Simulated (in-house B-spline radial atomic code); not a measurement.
**Ionising Nd+ with different functionals**

Computed with a radial B-spline atomic code at the basis-set limit: four-component Dirac-Coulomb Hamiltonian, Fermi nucleus of rms radius 4.9123 fm, spin-restricted, spherical fractional occupations for the functionals. The ionisation energy is the difference of two self-consistent energies, [Xe] 4f4 6s1 → [Xe] 4f4, without Breit or QED terms; ε is the level of the shell that loses the electron (mean over j).

Hybrids are left out here: with spherical fractional occupations of an open shell their exact exchange keeps a self-interaction that integer-occupation calculations don't have.

```json
{"method": "LDA VWN5", "rung": "LDA", "ΔSCF (eV)": "10.98", "-ε(6s) (eV)": "8.44"}
{"method": "relativistic LDA", "rung": "LDA", "ΔSCF (eV)": "10.96", "-ε(6s) (eV)": "8.43"}
{"method": "LDA PW92", "rung": "LDA", "ΔSCF (eV)": "10.98", "-ε(6s) (eV)": "8.45"}
{"method": "LDA exchange-only", "rung": "LDA", "ΔSCF (eV)": "?", "-ε(6s) (eV)": "?"}
{"method": "PBE", "rung": "GGA", "ΔSCF (eV)": "10.78", "-ε(6s) (eV)": "8.20"}
{"method": "PBEsol", "rung": "GGA", "ΔSCF (eV)": "10.69", "-ε(6s) (eV)": "8.20"}
{"method": "BLYP", "rung": "GGA", "ΔSCF (eV)": "?", "-ε(6s) (eV)": "?"}
{"method": "RPBE", "rung": "GGA", "ΔSCF (eV)": "10.74", "-ε(6s) (eV)": "8.06"}
{"method": "PW91", "rung": "GGA", "ΔSCF (eV)": "10.82", "-ε(6s) (eV)": "8.22"}
{"method": "BP86", "rung": "GGA", "ΔSCF (eV)": "10.83", "-ε(6s) (eV)": "8.39"}
{"method": "AM05", "rung": "GGA", "ΔSCF (eV)": "10.66", "-ε(6s) (eV)": "8.15"}
{"method": "OLYP", "rung": "GGA", "ΔSCF (eV)": "10.66", "-ε(6s) (eV)": "7.81"}
```

Task: What does BLYP give?

Result: ΔSCF 10.89 eV, and -ε(6s) = 8.22 eV.

Task: What does LDA exchange-only give?

Result: ΔSCF 10.14 eV, and -ε(6s) = 7.59 eV.

Task: How do they compare with the NIST value?

Result: NIST lists 10.78 eV ± 0.02 (semi-empirical, ground level to ground level). Errors run from -0.64 to +0.20 eV; PBE is closest (+0.00 eV), but part of that can be cancellation, since the calculations leave out Breit-QED terms, spin polarisation, the choice among j levels, multiplet and fine-structure energies.
